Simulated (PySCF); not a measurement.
Basis and Hamiltonian dependence of the ionisation energy of Nb

Nb [Kr] 4d4 5s1 (6D) → Nb⁺ [Kr] 4d4 (5D). Calculated with PySCF 2.14 from differences of total energies of unrestricted determinants, without spin-orbit coupling. Values in eV.

```json
{"basis": "def2-SVP with the def2 core potential (28 electrons)", "Hamiltonian": "ECP", "functions": "31", "UHF": "6.030", "PBE": "n/a", "PBE0": "n/a", "MP2 (valence)": "6.374", "CCSD(T) (valence)": "n/a", "CCSD(T) (valence and next inner shell)": "n/a"}
{"basis": "cc-pVDZ-PP with ECP28MDF", "Hamiltonian": "ECP", "functions": "38", "UHF": "5.998", "PBE": "7.190", "PBE0": "n/a", "MP2 (valence)": "6.366", "CCSD(T) (valence)": "n/a", "CCSD(T) (valence and next inner shell)": "n/a"}
{"basis": "aug-cc-pVDZ-PP with ECP28MDF", "Hamiltonian": "ECP", "functions": "54", "UHF": "5.998", "PBE": "7.191", "PBE0": "6.928", "MP2 (valence)": "6.434", "CCSD(T) (valence)": "6.541", "CCSD(T) (valence and next inner shell)": "n/a"}
{"basis": "def2-TZVPPD with the def2 core potential (28 electrons)", "Hamiltonian": "ECP", "functions": "56", "UHF": "6.001", "PBE": "7.184", "PBE0": "n/a", "MP2 (valence)": "6.443", "CCSD(T) (valence)": "6.529", "CCSD(T) (valence and next inner shell)": "6.765"}
{"basis": "x2c-TZVPall", "Hamiltonian": "spin-free X2C", "functions": "63", "UHF": "5.994", "PBE": "7.105", "PBE0": "n/a", "MP2 (valence)": "6.343", "CCSD(T) (valence)": "n/a", "CCSD(T) (valence and next inner shell)": "n/a"}
{"basis": "cc-pVTZ-PP with ECP28MDF", "Hamiltonian": "ECP", "functions": "63", "UHF": "5.985", "PBE": "n/a", "PBE0": "n/a", "MP2 (valence)": "6.435", "CCSD(T) (valence)": "n/a", "CCSD(T) (valence and next inner shell)": "n/a"}
{"basis": "x2c-TZVPPall", "Hamiltonian": "spin-free X2C", "functions": "79", "UHF": "5.993", "PBE": "7.107", "PBE0": "6.886", "MP2 (valence)": "6.436", "CCSD(T) (valence)": "6.522", "CCSD(T) (valence and next inner shell)": "6.745"}
{"basis": "def2-QZVPPD with the def2 core potential (28 electrons)", "Hamiltonian": "ECP", "functions": "81", "UHF": "6.012", "PBE": "7.223", "PBE0": "n/a", "MP2 (valence)": "6.476", "CCSD(T) (valence)": "6.571", "CCSD(T) (valence and next inner shell)": "6.795"}
{"basis": "aug-cc-pVTZ-PP with ECP28MDF", "Hamiltonian": "ECP", "functions": "88", "UHF": "5.985", "PBE": "7.197", "PBE0": "6.927", "MP2 (valence)": "6.456", "CCSD(T) (valence)": "6.558", "CCSD(T) (valence and next inner shell)": "n/a"}
{"basis": "aug-cc-pVTZ-DK", "Hamiltonian": "spin-free X2C", "functions": "102", "UHF": "5.991", "PBE": "n/a", "PBE0": "6.892", "MP2 (valence)": "6.463", "CCSD(T) (valence)": "6.565", "CCSD(T) (valence and next inner shell)": "n/a"}
{"basis": "ANO-R3", "Hamiltonian": "spin-free X2C", "functions": "106", "UHF": "5.989", "PBE": "n/a", "PBE0": "n/a", "MP2 (valence)": "6.458", "CCSD(T) (valence)": "6.555", "CCSD(T) (valence and next inner shell)": "n/a"}
{"basis": "aug-cc-pVTZ-PP with one added diffuse shell each of s, p, d, f, g type with ECP28MDF", "Hamiltonian": "ECP", "functions": "113", "UHF": "5.985", "PBE": "7.197", "PBE0": "6.927", "MP2 (valence)": "6.457", "CCSD(T) (valence)": "n/a", "CCSD(T) (valence and next inner shell)": "n/a"}
{"basis": "aug-cc-pwCVTZ-PP with ECP28MDF", "Hamiltonian": "ECP", "functions": "122", "UHF": "5.982", "PBE": "7.197", "PBE0": "6.926", "MP2 (valence)": "6.455", "CCSD(T) (valence)": "n/a", "CCSD(T) (valence and next inner shell)": "n/a"}
```

Task: Estimate the row for x2c-SVPall (spin-free X2C, 53 functions).

Result: From the rows with the same Hamiltonian and similar size; the calculation gives UHF 6.01; MP2 (valence) 6.32 (eV).

Frozen in the all-electron rows: valence: [Kr]; valence and next inner shell: [Ar] 3d10; with a core potential, the same shells as far as they lie outside it.

Reference for a calculation without spin-orbit coupling: 6.776 eV (measured, between term centres; NIST).
